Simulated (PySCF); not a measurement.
Species: `C[C@@H]1C=CC[C@@H]1CN`. The columns A, B, C and D hold Mulliken, IAO, Hirshfeld and ESP-fitted charges (e) of one PBE0/pcSseg-1 density (PySCF), in a shuffled order. Coordinates in Å (GFN2-xTB); the density's dipole moment is (0.47, -1.11, 0.73) D.

```csv
atom,x,y,z,A,B,C,D
C1,-1.504,-1.404,-0.113,-0.418,-0.206,-0.474,-0.120
C2,-1.026,-0.276,0.807,-0.111,-0.255,+0.394,-0.024
C3,-1.832,0.965,0.530,-0.167,-0.089,-0.482,-0.055
C4,-1.137,1.871,-0.133,-0.158,-0.128,-0.100,-0.051
C5,0.272,1.426,-0.381,-0.266,-0.074,-0.187,-0.077
C6,0.422,0.208,0.548,-0.104,-0.326,+0.041,-0.022
C7,1.387,-0.844,0.010,-0.140,-0.005,+0.194,-0.029
N8,2.711,-0.257,-0.146,-0.578,-0.446,-1.004,-0.235
H9,-0.944,-2.318,0.065,+0.134,+0.114,+0.072,+0.037
H10,-1.391,-1.117,-1.155,+0.137,+0.108,+0.122,+0.035
H11,-2.556,-1.606,0.076,+0.140,+0.116,+0.134,+0.040
H12,-1.143,-0.611,1.843,+0.128,+0.119,-0.039,+0.033
H13,-2.869,1.033,0.811,+0.143,+0.077,+0.199,+0.044
H14,-1.500,2.823,-0.483,+0.146,+0.079,+0.127,+0.045
H15,0.407,1.139,-1.427,+0.138,+0.125,+0.097,+0.036
H16,1.003,2.202,-0.160,+0.145,+0.129,+0.092,+0.038
H17,0.822,0.565,1.505,+0.123,+0.115,+0.024,+0.031
H18,1.068,-1.180,-0.979,+0.131,+0.113,+0.077,+0.037
H19,1.382,-1.717,0.687,+0.099,+0.104,-0.031,+0.022
H20,3.363,-0.947,-0.502,+0.242,+0.166,+0.373,+0.109
H21,3.059,0.063,0.752,+0.236,+0.163,+0.370,+0.105
```

Task: Which column most likely holds the ESP-fitted charges?

Result: C. Σ q r misses the density's dipole by 0.02 D (C), 0.50 D (A), 0.90 D (D), 1.70 D (B). Charges fitted to the outside potential are the only set here that is tied to the molecule's multipoles.

Task: And the Hirshfeld charges?

Result: D. The mean sizes are 0.058 e (D), 0.145 e (B), 0.185 e (A), 0.221 e (C), and Hirshfeld charges are commonly the smallest of these schemes.

As computed, A = IAO, B = Mulliken, C = ESP-fitted, D = Hirshfeld. Hydrogens on carbon: IAO +0.10 to +0.15, Mulliken +0.08 to +0.13, ESP-fitted -0.04 to +0.20, Hirshfeld +0.02 to +0.05 e.

The Hirshfeld scheme divides the density at each point in proportion to the densities of the neutral, spherically averaged free atoms. The IAO scheme projects the occupied orbitals on a minimal set of polarised atomic orbitals and counts the electrons in each atom's part of it.

Isolated species at its GFN2-xTB geometry (one conformer only).
